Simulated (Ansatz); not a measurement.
BF$_{2}$H$_{3}$Sn, SMILES `F[B](F)[SnH3]`, relaxed with RKS PBE0-D4/def2-TZVP in the Gaussian-basis code of Ansatz from a PBE-D4/def2-SVP geometry. The force threshold is 0.005 eV/Å; the program also tests the step.

Charge 0, multiplicity 1. Sn: def2 effective core potential.

Start:

```xyz
7

F     0.316   -0.620    2.251
B     0.746   -0.558    0.996
F     1.948   -1.068    0.747
Sn   -0.509    0.376   -0.659
H    -2.017    0.954   -0.051
H    -0.821   -0.782   -1.902
H     0.338    1.697   -1.382
```

Problem. By how much does the energy fall, and how many steps does the optimiser take? (An estimate is asked.)

Solution. Computed: 1.75 kJ/mol, in 5 steps, 1 of them rejected.

Problem. Which bonds change most? (Best estimate.)

Solution. Computed: Sn4–H6 from 1.728 to 1.705 Å; Sn4–H7 from 1.728 to 1.705 Å; Sn4–H5 from 1.726 to 1.704 Å; F1–B2 from 1.329 to 1.317 Å.

Problem. Give the relaxed structure. (Best estimate.)

Solution. The calculation gave: 
```xyz
7

F     0.316   -0.615    2.232
B     0.738   -0.552    0.986
F     1.930   -1.060    0.742
Sn   -0.509    0.377   -0.662
H    -1.995    0.944   -0.052
H    -0.814   -0.776   -1.881
H     0.335    1.682   -1.365
```
